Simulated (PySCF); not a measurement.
## Electron correlation in La⁺ (lanthanum, charge +1)

[Xe] 5d1 6s1, high-spin 3D determinant (an excited configuration). Computed with PySCF 2.14 in cc-pVDZ-X2C, with the spin-free X2C one-electron Hamiltonian (Gaussian nucleus). Frozen: [Kr] 4d10; 10 electrons correlated.

| level | correlation energy (mhartree) |
| --- | --- |
| CCSD | -225.02 |
| (T) | -7.31 |
| CCSD(T) | -232.33 |

Diagnostics: T1 = 0.050, D1 = 0.2204, largest double amplitude 0.031.

Spin-orbit coupling, absent here, splits the open shell strongly. T1 exceeds 0.03, a sign that the reference determinant is poor.

Cost of the coupled-cluster step: of the order of 21 core-seconds, for 10 correlated electrons.

Iterations:

```
CC2 = 0
CCSD nocc = (np.int64(6), np.int64(4)), nmo = (61, 61)
frozen orbitals [[0, 1, 2, 3, 4, 5, 6, 7, 8, 9, 10, 11, 12, 13, 14, 15, 16, 17, 18, 19, 20, 21, 22], [0, 1, 2, 3, 4, 5, 6, 7, 8, 9, 10, 11, 12, 13, 14, 15, 16, 17, 18, 19, 20, 21, 22]]
max_cycle = 100
direct = 0
conv_tol = 1e-08
conv_tol_normt = 1e-06
diis_space = 8
diis_start_cycle = 0
Init t2, MP2 energy = -0.204906700370417
Init E_corr(UCCSD) = -0.204906700555552
cycle = 1  E_corr(UCCSD) = -0.219460965178735  dE = -0.0145542646  norm(t1,t2) = 0.0467629
cycle = 2  E_corr(UCCSD) = -0.223590851694199  dE = -0.00412988652  norm(t1,t2) = 0.0156757
cycle = 3  E_corr(UCCSD) = -0.225297887306566  dE = -0.00170703561  norm(t1,t2) = 0.00729739
cycle = 4  E_corr(UCCSD) = -0.225193958698785  dE = 0.000103928608  norm(t1,t2) = 0.00279689
cycle = 5  E_corr(UCCSD) = -0.225178345920284  dE = 1.56127785e-05  norm(t1,t2) = 0.00247313
cycle = 6  E_corr(UCCSD) = -0.225187506066771  dE = -9.16014649e-06  norm(t1,t2) = 0.0024531
cycle = 7  E_corr(UCCSD) = -0.225182641283302  dE = 4.86478347e-06  norm(t1,t2) = 0.00246319
cycle = 8  E_corr(UCCSD) = -0.225107466385522  dE = 7.51748978e-05  norm(t1,t2) = 0.00220789
cycle = 9  E_corr(UCCSD) = -0.225039047026863  dE = 6.84193587e-05  norm(t1,t2) = 0.000997212
cycle = 10  E_corr(UCCSD) = -0.225013434143601  dE = 2.56128833e-05  norm(t1,t2) = 0.000413686
cycle = 11  E_corr(UCCSD) = -0.225015752731679  dE = -2.31858808e-06  norm(t1,t2) = 0.000103845
cycle = 12  E_corr(UCCSD) = -0.22501450565327  dE = 1.24707841e-06  norm(t1,t2) = 3.56487e-05
cycle = 13  E_corr(UCCSD) = -0.225014919627823  dE = -4.13974553e-07  norm(t1,t2) = 1.2333e-05
cycle = 14  E_corr(UCCSD) = -0.225015160924862  dE = -2.41297039e-07  norm(t1,t2) = 5.66132e-06
cycle = 15  E_corr(UCCSD) = -0.225015101130771  dE = 5.97940909e-08  norm(t1,t2) = 1.51949e-06
cycle = 16  E_corr(UCCSD) = -0.225015092578857  dE = 8.55191354e-09  norm(t1,t2) = 6.19396e-07
UCCSD converged
E(UCCSD) = -8489.331194703049  E_corr = -0.2250150925788575
UCCSD(T) correction = -0.00731173536334569
```
